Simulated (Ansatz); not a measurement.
Consider the hydrogenolysis of a C–Si bond: `[SiH3]CN[SiH2]Cl` + H₂ → `CN[SiH2]Cl` + SiH₄.

Program: Ansatz. Geometries: PBE0-D4/def2-TZVP. ΔE: electronic, gas phase. CCSD(T)/CBS adds triple-zeta CCSD(T) − MP2 to the extrapolated MP2 energy (def2 sets, frozen cores). This one scheme is used for every species. Functionals use def2-TZVPP. B3LYP here is the variant with VWN-RPA as its local correlation; programs differ in this. Each species was taken in one conformer, which may not be the lowest.

`[SiH3]CN[SiH2]Cl`:

Z-matrix (Å, degrees):
```
Si
C 1 1.887
H 1 1.490 2 108.6
H 1 1.485 2 110.3 3 119.0
H 1 1.488 2 110.6 3 -119.6
N 2 1.457 1 111.1 3 -53.8
H 2 1.096 1 107.9 3 -172.9
H 2 1.099 1 110.3 3 71.9
Si 6 1.701 2 123.5 1 -150.3
H 6 1.009 2 113.8 1 54.7
Cl 9 2.072 6 114.4 2 -68.0
H 9 1.479 6 108.6 2 49.1
H 9 1.479 6 108.1 2 173.0
```

H₂:

Cartesian coordinates in Å:
```
H 0.101 -0.236 0.271
H -0.101 0.236 -0.271
```

`CN[SiH2]Cl`:

```xyz
10

C    -0.003    1.363    0.368
N     0.668    0.127    0.015
Si   -0.127   -1.361   -0.167
Cl   -1.384   -1.480   -1.814
H    -0.371    1.917   -0.503
H     0.663    2.017    0.938
H    -0.862    1.140    1.005
H     1.525    0.266   -0.498
H     0.898   -2.411   -0.346
H    -1.007   -1.578    1.002
```

SiH₄:

Cartesian coordinates in Å:
```
Si 0.000 0.000 0.000
H 0.364 0.554 -1.328
H -1.391 0.394 0.336
H 0.928 0.532 1.030
H 0.100 -1.481 -0.038
```

CCSD(T)/CBS gives -34.6 kJ/mol.

Another level gave -42.7 kJ/mol. Which?
A. HF/def2-TZVPP
B. CCSD/def2-TZVPP
C. PBE0-D4/def2-TZVPP
D. B3LYP/def2-TZVPP

B. CCSD/def2-TZVPP -42.7, B3LYP -47.6, HF/def2-TZVPP -62.8, PBE0-D4 -35.4 kJ/mol.

Largest T1 diagnostic among the species: 0.011.

In def2-TZVPP, CCSD(T) changes the Hartree–Fock value by +25.0 kJ/mol (the triples alone add +4.8 kJ/mol) and MP2 by +30.6 kJ/mol. From PBE to PBE0 (25 % exact exchange), in def2-TZVPP and without D4, ΔE moves by −3.5 kJ/mol.
